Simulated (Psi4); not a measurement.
Pair of molecules, SMILES S with SMILES C#N (the first has 3 atoms); geometry from B3LYP-D3(BJ)/def2-TZVP, rigid monomers moved along the line of their centres of mass till H2···N5 is 2.14 Å.
(charge 0, multiplicity 1):
```xyz
6

S      0.2190     0.0231    -0.8022
H      0.3110    -0.0499     0.5374
H     -0.0105    -1.2940    -0.9229
C      0.5616    -0.1040     3.8091
N      0.4604    -0.1587     2.6697
H      0.6556    -0.0534     4.8708
```

Method: Psi4 with SAPT0/jun-cc-pV(D+d)Z.

Question: Which attractive term is largest, and how does the interaction split up?

Answer: electrostatics -4.96, exchange 6.96, induction -1.76, dispersion -1.85, total -1.61 kcal/mol; the largest attraction is electrostatics.
